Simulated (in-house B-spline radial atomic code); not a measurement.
What moves the levels of V II (V+) ([Ar] 3d4)? Method: Dirac-Hartree-Fock, average of configuration, Fermi nucleus of rms radius 3.6002 fm. Calculated with a B-spline radial code for spherical atoms.

Baseline run (computed): total energy -947.9366 hartree, 1s1/2 at -203.0656 hartree, 3d5/2 at -14.666 eV with <r> = 1.5 bohr.

Scaling the speed of light c (a factor of 100 is close to the non-relativistic limit):

```json
{"c/c0": "0.9", "ΔE (hartree)": "-1.283", "3d5/2 level (eV)": "-14.6354", "3d5/2 <r> (bohr)": "1.503"}
{"c/c0": "0.98", "ΔE (hartree)": "-0.22492", "3d5/2 level (eV)": "-14.6602", "3d5/2 <r> (bohr)": "1.5"}
{"c/c0": "1.02", "ΔE (hartree)": "0.21159", "3d5/2 level (eV)": "-14.6705", "3d5/2 <r> (bohr)": "1.499"}
{"c/c0": "3", "ΔE (hartree)": "4.7872", "3d5/2 level (eV)": "-14.7811", "3d5/2 <r> (bohr)": "1.49"}
{"c/c0": "100", "ΔE (hartree)": "5.3769", "3d5/2 level (eV)": "-14.7957", "3d5/2 <r> (bohr)": "1.488"}
```

Changing the nucleus:

```json
{"nucleus": "Gaussian nucleus of rms radius 0.01 fm", "ΔE (eV)": "-0.0603"}
{"nucleus": "Fermi nucleus of rms radius 3.5282 fm", "ΔE (eV)": "-0.00235"}
{"nucleus": "Fermi nucleus of rms radius 3.6722 fm", "ΔE (eV)": "0.0024"}
```

A larger nucleus binds the electrons less, roughly as the density at the nucleus times the change of the nuclear <r²>. A radius of 0.01 fm is nearly a point.

(1) The nuclear charge is raised by 0.1. What does the Hellmann-Feynman theorem predict for the energy, and what is found?

Answers

(1) dE/dZ ≈ -Σ<1/r>, which is -98.1528 at the start and -98.7155 at the end; their mean times 0.1 is -9.8434 hartree, and the two runs differ by -9.8434 hartree.
